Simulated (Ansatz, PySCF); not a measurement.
GeH₆Si, SMILES [SiH3][GeH3].

The structure is a stationary point at PBE0-D3(BJ)/def2-TZVP.

Vertical ionisation energy (IE) and electron affinity (EA) in eV. Rows of orbital energies are one-electron estimates. Where ΔSCF, EOM or ADC give a negative EA the extra electron is unbound and the value depends on the basis.

```
level                                                                        IE     EA
------------------------------------------------------------------------  -----  -----
−ε(HOMO), −ε(LUMO), PBE0/def2-TZVPD (PySCF)                                8.29  -0.01
−ε(HOMO), −ε(LUMO), PBE/def2-TZVPD (PySCF)                                 7.20   0.72
ΔSCF, CAM-B3LYP/def2-SVPD (Ansatz), final states of multiplicity 2 and 2      ?      ?
ΔSCF, PBE/def2-SVPD (Ansatz), final states of multiplicity 2 and 2        10.26  -1.08
```

Question: What belongs in the gaps? (Estimate from the structure and the level; the computed values follow.)

Answer: 
- ΔSCF, CAM-B3LYP/def2-SVPD (Ansatz, a first-principles code), final states of multiplicity 2 and 2, IE: 10.50
- ΔSCF, CAM-B3LYP/def2-SVPD (Ansatz), final states of multiplicity 2 and 2, EA: -1.35

Question: What vertical singlet–triplet gap does ΔSCF give with CAM-B3LYP/def2-SVPD (Ansatz) and with PBE/def2-SVPD (Ansatz)? (An estimate is asked for; the answer gives what the named calculation found.)

Answer: 6.82 and 6.32 eV (triplet above singlet where positive).
